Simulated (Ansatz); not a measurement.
NH (SMILES [NH]): geometry of the low-spin state from B3LYP-D3(BJ)/def2-TZVP.
(charge 0, multiplicity 1):
| atom | x (Å) | y (Å) | z (Å) |
|---|---|---|---|
| N | 0.0000 | 0.0000 | -0.1302 |
| H | 0.0000 | 0.0000 | 0.9113 |
The high-spin state stands at its own minimum; R- takes a restricted low-spin state.

The values were computed with Ansatz (Gaussian orbitals). 

The gap E(multiplicity 1) − E(multiplicity 3) (kcal/mol) and the share of exact exchange:

```
functional           exact exchange (%)  value
-------------------  ------------------  -----
R-PBE/def2-TZVPP                      0  54.05
R-PBE0/def2-TZVPP                    25  56.03
R-B3LYP/def2-TZVPP                   20  50.63
R-BHLYP/def2-TZVPP                   50  52.88
R-r2SCAN/def2-TZVPP                   0  60.15
```

Problem. Take the value as linear in the share of exact exchange along PBE and PBE0. Give the slope, say whether the sign turns, and set the other functionals against that line.

Solution. 
Slope: (56.03 − (54.05))/2.5 = 0.79 kcal/mol for each 10 %. The line keeps its sign from 0 to 100 %. At 50 % it gives 58.0 kcal/mol. From B3LYP to BHLYP the slope is (52.88 − (50.63))/3 = 0.75 for each 10 %. BHLYP, at 50 %, lies -5.1 from the PBE line. B3LYP, at 20 %, lies -5.0 from the PBE line. r2SCAN, with none, stands 6.1 from PBE.

Doubts at one or more of the structures used: a restricted determinant that unrestricted orbitals would lower (R-PBE/def2-TZVPP, R-PBE0/def2-TZVPP, R-B3LYP/def2-TZVPP, R-BHLYP/def2-TZVPP, R-r2SCAN/def2-TZVPP).

Ansatz is an electronic-structure program.
